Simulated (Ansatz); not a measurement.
Steps of a relaxation of CH$_{3}$BIN with RKS PBE-D4/def2-SVP.

```sh
$ ansatz run in.yaml --threads 2 --pin off --events-out ev --progress --plain --max-ram 4352MiB
```

```yaml
crystal:
  periodic: [false, false, false]
  atoms:
    - {symbol: B, position_ang: [-0.502100, 1.018200, 0.097600]}
    - {symbol: C, position_ang: [0.105000, -0.345100, -0.087800]}
    - {symbol: N, position_ang: [1.038400, -0.693100, 0.669600]}
    - {symbol: I, position_ang: [-0.521700, -1.637500, -1.595000]}
    - {symbol: H, position_ang: [-1.435600, 1.385700, -0.638900]}
    - {symbol: H, position_ang: [-0.166600, 1.819200, 0.921700]}
    - {symbol: H, position_ang: [1.543800, -1.615500, 0.587100]}
basis:
  gaussian: {orbitals: def2-SVP}
hamiltonian: {xc: pbe, dispersion: d4}
relax: {f_tol: 0.03, max_steps: 200}
```

Positions (Å) and forces (eV/Å) along the path, 19 of 24 steps:

```xyz
7
step=1 energy=-11344.2405 eV
B    -0.502    1.018    0.098   -2.125    2.055   -0.841
C     0.105   -0.345   -0.088    0.736   -0.946    0.123
N     1.038   -0.693    0.670    2.161   -0.502    1.879
I    -0.522   -1.637   -1.595   -0.875   -0.912   -1.512
H    -1.436    1.386   -0.639    0.445   -0.235    0.287
H    -0.167    1.819    0.922    0.408   -0.052    0.374
H     1.544   -1.615    0.587   -0.748    0.592   -0.309
7
step=2 energy=-11344.5486 eV
B    -0.538    1.019    0.083   -0.670    0.895   -0.470
C     0.162   -0.356   -0.074    0.651   -0.488    0.456
N     1.106   -0.665    0.722   -0.071   -0.247   -0.073
I    -0.637   -1.625   -1.706    0.074   -0.077    0.040
H    -1.448    1.366   -0.658    0.146   -0.174    0.168
H    -0.146    1.790    0.928    0.097   -0.083    0.133
H     1.561   -1.598    0.660   -0.228    0.173   -0.254
7
step=3 energy=-11344.5776 eV
B    -0.531    1.065    0.055   -0.353   -0.034    0.163
C     0.170   -0.344   -0.054    0.370   -0.217    0.358
N     1.087   -0.695    0.755   -0.002    0.125   -0.433
I    -0.609   -1.656   -1.688    0.091    0.080    0.047
H    -1.466    1.368   -0.657    0.135   -0.007   -0.059
H    -0.149    1.802    0.943    0.076   -0.011   -0.092
H     1.559   -1.608    0.599   -0.317    0.064    0.015
7
step=4 energy=-11344.5841 eV
B    -0.549    1.074    0.063    0.038   -0.230    0.196
C     0.169   -0.339   -0.035    0.449    0.021    0.035
N     1.136   -0.676    0.721   -0.373   -0.266   -0.060
I    -0.577   -1.658   -1.677   -0.053    0.038    0.081
H    -1.474    1.365   -0.658    0.025    0.004   -0.055
H    -0.150    1.812    0.943    0.011    0.007   -0.107
H     1.507   -1.645    0.598   -0.097    0.426   -0.091
7
step=5 energy=-11344.5967 eV
B    -0.554    1.061    0.072    0.064   -0.017   -0.004
C     0.178   -0.336   -0.043    0.213   -0.107    0.215
N     1.117   -0.684    0.740   -0.126   -0.131   -0.205
I    -0.588   -1.650   -1.673    0.007    0.025    0.011
H    -1.465    1.362   -0.666    0.002   -0.026    0.007
H    -0.148    1.811    0.937   -0.019   -0.009   -0.020
H     1.521   -1.632    0.587   -0.141    0.263   -0.005
7
step=7 energy=-11344.5994 eV
B    -0.548    1.060    0.074   -0.022   -0.022    0.015
C     0.179   -0.339   -0.029   -0.119    0.126   -0.112
N     1.114   -0.688    0.745    0.125   -0.124    0.103
I    -0.578   -1.635   -1.678   -0.006   -0.011   -0.011
H    -1.471    1.339   -0.657   -0.006    0.006    0.000
H    -0.141    1.827    0.922    0.013   -0.001   -0.018
H     1.507   -1.631    0.577    0.014    0.026    0.022
7
step=8 energy=-11344.6024 eV
B    -0.551    1.059    0.076   -0.020    0.004    0.003
C     0.178   -0.334   -0.026    0.054   -0.080   -0.039
N     1.102   -0.698    0.759   -0.086    0.089    0.005
I    -0.544   -1.619   -1.706    0.006    0.033    0.009
H    -1.511    1.315   -0.611   -0.057   -0.002   -0.013
H    -0.101    1.848    0.875    0.039    0.061    0.024
H     1.488   -1.639    0.587    0.063   -0.105    0.012
7
step=10 energy=-11344.6252 eV
B    -0.543    1.051    0.080   -0.288    0.284   -0.107
C     0.208   -0.348   -0.032   -0.282    0.622    0.137
N     1.026   -0.762    0.831    0.097   -0.234    0.022
I    -0.388   -1.461   -1.876    0.059    0.050   -0.011
H    -1.728    1.144   -0.324    0.847   -0.046    0.393
H     0.078    2.022    0.584   -0.426   -0.686   -0.453
H     1.409   -1.713    0.691   -0.007    0.010    0.020
7
step=11 energy=-11344.7186 eV
B    -0.552    1.030    0.069   -0.061    0.336   -0.022
C     0.215   -0.333    0.015   -0.130    0.290    0.312
N     1.006   -0.800    0.872   -0.038   -0.005    0.168
I    -0.322   -1.320   -1.889   -0.039   -0.089   -0.372
H    -1.752    1.070   -0.204    0.414   -0.006    0.213
H     0.099    2.030    0.397   -0.306   -0.326   -0.279
H     1.367   -1.745    0.694    0.159   -0.199   -0.020
7
step=14 energy=-11345.1549 eV
B    -0.571    0.960   -0.015    0.444    0.016   -0.389
C     0.244   -0.330    0.257    0.310    0.207    1.310
N     0.935   -0.972    1.073   -0.206   -0.247   -1.373
I    -0.243   -0.838   -2.003    0.003    0.343    0.079
H    -1.779    0.928    0.105    0.062    0.009    0.044
H     0.074    2.020   -0.173   -0.397   -0.691   -0.109
H     1.402   -1.835    0.711   -0.215    0.364    0.438
7
step=15 energy=-11345.3562 eV
B    -0.575    0.908   -0.078    0.364   -0.151   -0.342
C     0.261   -0.324    0.353   -0.623    1.601    0.322
N     0.945   -0.992    1.104    0.712   -1.462   -0.389
I    -0.234   -0.646   -1.992   -0.151    0.126   -0.259
H    -1.770    0.891    0.173    0.170    0.006   -0.044
H     0.050    1.957   -0.330   -0.320   -0.608    0.129
H     1.385   -1.863    0.724   -0.151    0.489    0.583
7
step=16 energy=-11345.5052 eV
B    -0.574    0.852   -0.159    0.181   -0.042    0.194
C     0.291   -0.281    0.457   -0.034    0.740    0.673
N     0.963   -1.021    1.150   -0.057   -0.530   -1.062
I    -0.286   -0.465   -2.035   -0.123   -0.293   -0.564
H    -1.758    0.842    0.204    0.451    0.065   -0.157
H     0.039    1.897   -0.429   -0.303   -0.386    0.369
H     1.385   -1.894    0.766   -0.115    0.446    0.548
7
step=17 energy=-11345.5707 eV
B    -0.558    0.795   -0.264    0.280   -0.020    1.153
C     0.326   -0.247    0.509   -1.069    1.430   -0.528
N     1.000   -0.987    1.155    0.562   -1.326   -0.250
I    -0.394   -0.421   -2.131   -0.017   -0.255   -0.633
H    -1.714    0.820    0.175    0.323   -0.034   -0.163
H     0.032    1.875   -0.328   -0.129   -0.205   -0.126
H     1.369   -1.904    0.839    0.051    0.410    0.546
7
step=18 energy=-11345.5765 eV
B    -0.539    0.832   -0.156   -0.030   -0.527   -0.848
C     0.284   -0.228    0.563    0.565   -0.548    0.016
N     0.948   -1.038    1.144   -0.430    0.492   -0.436
I    -0.441   -0.410   -2.292    0.021    0.378    0.890
H    -1.698    0.804    0.174   -0.258    0.155    0.075
H     0.053    1.859   -0.382    0.033    0.206    0.110
H     1.454   -1.887    0.903    0.099   -0.155    0.194
7
step=20 energy=-11345.7522 eV
B    -0.541    0.763   -0.284   -0.076    0.053   -0.087
C     0.308   -0.271    0.456    0.433   -0.530    0.249
N     0.971   -1.076    1.016   -0.057   -0.020   -0.111
I    -0.572   -0.218   -2.342   -0.013    0.020   -0.004
H    -1.662    0.802    0.190   -0.095   -0.012    0.039
H     0.031    1.836   -0.326    0.069    0.073   -0.003
H     1.525   -1.905    1.244   -0.261    0.417   -0.082
7
step=21 energy=-11345.7615 eV
B    -0.542    0.757   -0.293    0.009   -0.022   -0.027
C     0.313   -0.289    0.437   -0.007   -0.007   -0.013
N     0.968   -1.096    0.991    0.131   -0.159    0.103
I    -0.601   -0.177   -2.361   -0.017   -0.014   -0.076
H    -1.660    0.788    0.196   -0.024    0.017    0.035
H     0.049    1.824   -0.324    0.010    0.041    0.028
H     1.535   -1.875    1.308   -0.102    0.144   -0.049
7
step=22 energy=-11345.7624 eV
B    -0.537    0.737   -0.312    0.013    0.017    0.060
C     0.319   -0.301    0.438   -0.123    0.103   -0.198
N     0.973   -1.099    1.002    0.098   -0.118    0.079
I    -0.640   -0.136   -2.406    0.018   -0.003    0.058
H    -1.648    0.780    0.199    0.006   -0.016   -0.006
H     0.052    1.810   -0.316    0.007   -0.017   -0.004
H     1.541   -1.860    1.350   -0.020    0.035    0.010
7
step=23 energy=-11345.7638 eV
B    -0.540    0.746   -0.308    0.023   -0.029    0.025
C     0.316   -0.302    0.425   -0.037    0.046   -0.026
N     0.970   -1.100    0.992    0.007   -0.006    0.001
I    -0.627   -0.153   -2.393   -0.005    0.018    0.014
H    -1.650    0.782    0.204   -0.004   -0.007   -0.012
H     0.054    1.815   -0.310    0.003   -0.005   -0.017
H     1.537   -1.857    1.344    0.012   -0.016    0.014
7
step=24 energy=-11345.7640 eV
B    -0.538    0.743   -0.305   -0.029    0.029   -0.028
C     0.318   -0.304    0.424    0.007   -0.004    0.003
N     0.973   -1.103    0.986   -0.002    0.002    0.010
I    -0.633   -0.142   -2.395    0.000   -0.003   -0.004
H    -1.651    0.779    0.201    0.019   -0.003    0.005
H     0.055    1.813   -0.315   -0.001   -0.014    0.013
H     1.537   -1.854    1.358    0.007   -0.007    0.001
```

It took 35 s on 2 threads of an Arm Neoverse V2 on a shared host, with 0.14 GiB of host memory at the peak.
